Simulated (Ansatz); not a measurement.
Reactions of C2H6OSi2 (`OC1=C[SiH2][SiH2]1`).

Gas-phase electronic energies from Ansatz, PBE0-D4/def2-TZVP geometries. CCSD(T)/CBS is the MP2 limit (def2-TZVPP, def2-QZVPP) plus CCSD(T) − MP2 in def2-TZVPP, frozen cores. This one scheme is used for every species, atoms too. For atomizations the MP2-based limit and the directly extrapolated one differ by several kJ/mol either way, and by 10 to 25 for some Ge, Se and Sn compounds, so smaller differences from it don't rank the levels. Functionals use def2-TZVPP. No spin–orbit coupling; open shells (•) take unrestricted orbitals. Spin–orbit coupling would lower the free atoms: a little for C, O, Si. One conformer a species, not always the lowest.

| reaction | PBE-D4 (kcal/mol) | CCSD(T)/CBS(def2) (kcal/mol) |
| --- | --- | --- |
| `OC1=C[SiH2][SiH2]1` + H–F → `FC1=C[SiH2][SiH2]1` + H₂O | 4.3 | 4.4 |
| `OC1=C[SiH2][SiH2]1` → `[SiH3]C1=CO[SiH2]1` | -9.7 | -15.3 |
| `OC1=C[SiH2][SiH2]1` → 2 C• + 6 H• + O• + 2 Si• | 975.6 | 956.9 |
| `OC1=C[SiH2][SiH2]1` + CH₄ → `CC1=C[SiH2][SiH2]1` + H₂O | 0.2 | -3.9 |

Largest T1 diagnostic: 0.014, for `[SiH3]C1=CO[SiH2]1`.
